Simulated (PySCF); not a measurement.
## Ionisation energy of Ga by level of theory

Ga [Ar] 3d10 4s2 4p1 (2P) → Ga⁺ [Ar] 3d10 4s2 (1S), as a difference of total energies. Calculation: PySCF 2.14, in aug-cc-pwCVTZ-PP with ECP10MDF (8s7p6d4f1g, 96 functions); a scalar-relativistic core potential. Correlated levels: valence: 3s2 3p6 3d10 frozen; valence and next inner shell: nothing frozen outside the core potential. The calculations carry no spin-orbit coupling.

```csv
method,ionisation energy (eV),error (eV)
UHF,5.536,-0.395
LDA,6.010,+0.079
PBE,5.935,+0.004
PBE0,5.963,+0.032
r2SCAN,6.098,+0.167
r2SCANh,6.095,+0.164
M06-L,5.709,-0.222
B97-3,5.768,-0.163
wB97X,5.820,-0.111
MP2 (valence),5.752,-0.179
SCS-MP2 (valence),5.733,-0.198
MP2 (valence and next inner shell),5.822,-0.109
SCS-MP2 (valence and next inner shell),5.771,-0.160
```

Reference: 5.931 eV (measured; NIST levels, between the centres of gravity of the two terms).

Errors of the correlated levels include the incompleteness of this basis and the frozen core.
